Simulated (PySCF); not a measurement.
C5H7F3P2.
Atom-mapped SMILES: `[CH3:1][C:2]#[C:3][P:4]([CH2:5][PH2:6])[C:7]([F:8])([F:9])[F:10]` (hydrogens: H11, H12, H13 on C1; H14, H15 on C5; H16, H17 on P6)

Method: PBE0-D3(BJ)/def2-SVP geometry optimisation, gas phase in PySCF 2.14.0.

Q: List the bond lengths, angles and torsions at this level.

A: 
```json
{"bond": "C1–C2", "length (pm)": "145.0", "order": "single"}
{"bond": "C2≡C3", "length (pm)": "121.8", "order": "triple"}
{"bond": "C3–P4", "length (pm)": "176.1", "order": "single"}
{"bond": "P4–C5", "length (pm)": "185.2", "order": "single"}
{"bond": "C5–P6", "length (pm)": "186.2", "order": "single"}
{"bond": "P4–C7", "length (pm)": "189.6", "order": "single"}
{"bond": "C7–F8, C7–F9, C7–F10", "length (pm)": "133.5", "order": "single"}
{"bond": "C1–H11, C1–H12, C1–H13", "length (pm)": "110.1", "order": "single"}
{"bond": "C5–H14, C5–H15", "length (pm)": "110.2", "order": "single"}
{"bond": "P6–H16, P6–H17", "length (pm)": "143.0", "order": "single"}
```

Bonds in one row agree within 1 pm and their mean is given. Orders are formal, as drawn. A selection of angles:
```json
{"angle": "C1–C2–C3", "degrees": "179.2"}
{"angle": "C2–C3–P4", "degrees": "173.9"}
{"angle": "C3–P4–C5", "degrees": "101.4"}
{"angle": "C3–P4–C7", "degrees": "97.9"}
{"angle": "C5–P4–C7", "degrees": "97.5"}
{"angle": "P4–C5–P6", "degrees": "115.1"}
{"angle": "P4–C7–F8", "degrees": "114.4"}
{"angle": "P4–C7–F9", "degrees": "108.6"}
{"angle": "P4–C7–F10", "degrees": "110.7"}
{"angle": "F8–C7–F9", "degrees": "107.1"}
```

Dihedral angles: C3–P4–C5–P6 -70° (synclinal); C3–P4–C7–F8 -51° (synclinal). The mirror-image conformer, all signs reversed, is as good.

P4 (phosphine phosphorus) is pyramidal (angles 101.4°, 97.9° and 97.5°, sum 296.7°, 0.88 Å off the plane of its three neighbours). P6 (phosphine phosphorus) is pyramidal (angles 97.1°, 96.9° and 93.2°, sum 287.2°, 0.80 Å off the plane of its three neighbours). Of the pairs four or more bonds apart, F8···H14 is among the closest relative to their van der Waals radii: 2.58 Å, 96 % of the sum of Bondi's values. The C–P distances run from 1.761 Å (C3–P4, drawn single) to 1.896 Å (P4–C7, drawn single), a spread of 0.135 Å. The 2 C–C bonds span 1.218 Å (C2≡C3, drawn triple) to 1.450 Å (C1–C2, drawn single), a spread of 0.232 Å.

Point group: C1 (no symmetry element, even within 0.4 Å). No PBE0-D3(BJ)/def2-SVP frequencies stand behind this structure, so it isn't proved a minimum. The numbers are those of one conformer (C3–P4–C5–P6 -70°, P4–C5–P6–H 51° and -43°).
